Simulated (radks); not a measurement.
Values are calculated unless marked as measured or tabulated.
Problem. Spherical quantum dot in the effective-mass picture: electrons in a hard-walled sphere of radius 1.31, with a point charge +1 (a donor) at the centre, all in effective atomic units (hartree* = m*/eps^2 hartree, bohr* = eps/m* bohr), one dielectric constant everywhere. Level of theory: non-relativistic Kohn-Sham, PBEsol, spin-polarised, spherical densities (a radial shooting solver with Libxc functionals). Levels are named by radial order and angular momentum (1s, 1p, 1d, 2s, ...), and open shells are averaged over m. Each electron was tried in the lowest free levels, single moves between levels near the top were tried too, and the lowest total energy was kept; such a search can miss a lower state. Give the order in which the levels fill up to N = 39, the shell closures and the spin along the way.

Solution. Shells are first occupied in the order 1s, 1p, 1d, 2s, 1f, 1g. Open shells at each N (closed shells left out): 1: 1s(up 1, down 0); 2: none; 3: 1p(up 1, down 0); 4: 1p(up 2, down 0); 5: 1p(up 3, down 0); 6: 1p(up 3, down 1); 7: 1p(up 3, down 2); 8: none; 9: 1d(up 1, down 0); 10: 1d(up 2, down 0); 11: 1d(up 3, down 0); 12: 1d(up 4, down 0); 13: 1d(up 5, down 0); 14: 1d(up 5, down 1); 15: 1d(up 5, down 2); 16: 1d(up 5, down 3); 17: 1d(up 5, down 4); 18: none; 19: 2s(up 1, down 0); 20: none; 21: 1f(up 1, down 0); 22: 1f(up 2, down 0); 23: 1f(up 3, down 0); 24: 1f(up 4, down 0); 25: 1f(up 5, down 0); 26: 1f(up 6, down 0); 27: 1f(up 7, down 0); 28: 1f(up 7, down 1); 29: 1f(up 7, down 2); 30: 1f(up 7, down 3); 31: 1f(up 7, down 4); 32: 1f(up 7, down 5); 33: 1f(up 7, down 6); 34: none; 35: 1g(up 1, down 0); 36: 1g(up 2, down 0); 37: 1g(up 3, down 0); 38: 1g(up 4, down 0); 39: 1g(up 5, down 0). All shells are closed at N = 2, 8, 18, 20, 34 (there: 1s2 1p6 1d10 2s2 1f14). Largest 2S: 7, at N = 27.
